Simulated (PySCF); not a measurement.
Stretching BeSe⁻

Set-up: PySCF, no relativity, basis sets Be aug-pcseg-1, Se aug-pcseg-1. Energies in eV from Be + Se⁻ in their ground configurations at the same level. State: ²Σ⁺ (doublet), unpaired electrons σ ↑.

```json
{"R (Å)": "1.684", "HSE06": "-2.339", "B2PLYP": "-2.021", "BHandHLYP": "-2.010", "PBE": "-2.395"}
{"R (Å)": "1.762", "HSE06": "-2.845", "B2PLYP": "-2.543", "BHandHLYP": "-2.506", "PBE": "-2.909"}
{"R (Å)": "1.841", "HSE06": "-3.128", "B2PLYP": "-2.840", "BHandHLYP": "-2.779", "PBE": "-3.202"}
{"R (Å)": "1.899", "HSE06": "-3.231", "B2PLYP": "-2.952", "BHandHLYP": "-2.873", "PBE": "-3.312"}
{"R (Å)": "1.958", "HSE06": "-3.261", "B2PLYP": "-2.990", "BHandHLYP": "-2.895", "PBE": "-3.352"}
{"R (Å)": "2.017", "HSE06": "-3.235", "B2PLYP": "-2.972", "BHandHLYP": "-2.861", "PBE": "-3.335"}
{"R (Å)": "2.095", "HSE06": "-3.133", "B2PLYP": "-2.880", "BHandHLYP": "-2.748", "PBE": "-3.246"}
{"R (Å)": "2.193", "HSE06": "-2.931", "B2PLYP": "-2.689", "BHandHLYP": "-2.534", "PBE": "-3.062"}
{"R (Å)": "2.310", "HSE06": "-2.624", "B2PLYP": "-2.394", "BHandHLYP": "-2.216", "PBE": "-2.776"}
{"R (Å)": "2.467", "HSE06": "-2.170", "B2PLYP": "-1.947", "BHandHLYP": "-1.758", "PBE": "-2.346"}
```

Put a parabola through the three lowest points of the HSE06 curve and estimate Re, k and ωe (reduced mass 8.099 u; 1 eV/Å² = 0.16022 mdyn/Å; ωe = 1302.8·√(k/μ) cm⁻¹).

Through R = 1.899, 1.958, 2.017 Å the second-order coefficient is 8.04 eV/Å², so Re ≈ 1.960 Å, k ≈ 2.58 mdyn/Å and ωe ≈ 735 cm⁻¹. A polynomial fit of higher order to the unrounded HSE06 energies gives Re = 1.958 Å, k = 2.63 mdyn/Å, ωe = 742 cm⁻¹; anharmonicity and rounding make the difference.

The higher-order fit for each curve: HSE06: Re = 1.958 Å, ωe = 742 cm⁻¹, De = 3.26 eV; B2PLYP: Re = 1.966 Å, ωe = 732 cm⁻¹, De = 2.99 eV; BHandHLYP: Re = 1.949 Å, ωe = 755 cm⁻¹, De = 2.90 eV; PBE: Re = 1.967 Å, ωe = 722 cm⁻¹, De = 3.35 eV.

Correlated steps freeze 9 core orbitals. Spin–orbit coupling is left out. For an ion De counts to the pair picked by the measured ionisation energies or electron affinities, which need not be the lowest pair at this level. The highest Kohn–Sham level is positive in this anion. Much of that is self-interaction error, but it also means that the finite basis helps to hold the extra electron. B2PLYP dipoles, levels and charges come from its SCF part alone. The state is the lowest determinant that a PBE0 search found; another state may lie lower at other levels.
